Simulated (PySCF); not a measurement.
Mg(Me)2, C2H6Mg, SMILES [CH3][Mg][CH3], singlet at its PBE0/def2-SVP optimised geometry (Å):

```
9

Mg     0.0000    -0.0020     0.0000
C      2.0992    -0.0020     0.0000
H      2.5156     1.0077    -0.1624
H      2.5150    -0.6479    -0.7934
H      2.5159    -0.3668     0.9554
C     -2.0992    -0.0030     0.0006
H     -2.5149     0.3332     0.9668
H     -2.5158    -1.0077    -0.1905
H     -2.5159     0.6652    -0.7735
```

Computed with PBE0/def2-TZVP (PySCF 2.14.0).

Map of the electrostatic potential (hartree/e), clipped to [-0.08, 0.12] on the plane z = 1.2 Å:

```
|111111111111111111111111111|
|111111111111111111111111111|
|111111111111111111111111111|
|111111111111222211111111111|
|111111111112222221111111111|
|111111111122222221111111111|
|111111111122222221111111111|
|111011111122333221111111111|
|000000111123444321110000000|
|000001111124565421100000000|
|000012331135898531000000000|
|000016994137999731000000000|
|000029999239999931243100000|
|000017996249999942599610000|
|000001442139999932899920000|
|000000011137999731599610000|
|000000000135898531244210000|
|000000000124565421111100000|
|000000011123444321111000000|
|111111111122333221111111111|
|111111111122222221111111111|
|111111111122222221111111111|
|111111111122222211111111111|
|111111111111222111111111111|
|111111111111111111111111111|
|111111111111111111111111111|
|111111111111111111111111111|
```
Scale: ten equal steps from -0.021 (start of '0') to 0.120 (end of '9'), in the order '0123456789'; x runs from -5.00 to 5.00, y from -5.00 (bottom) to 5.00 (top).
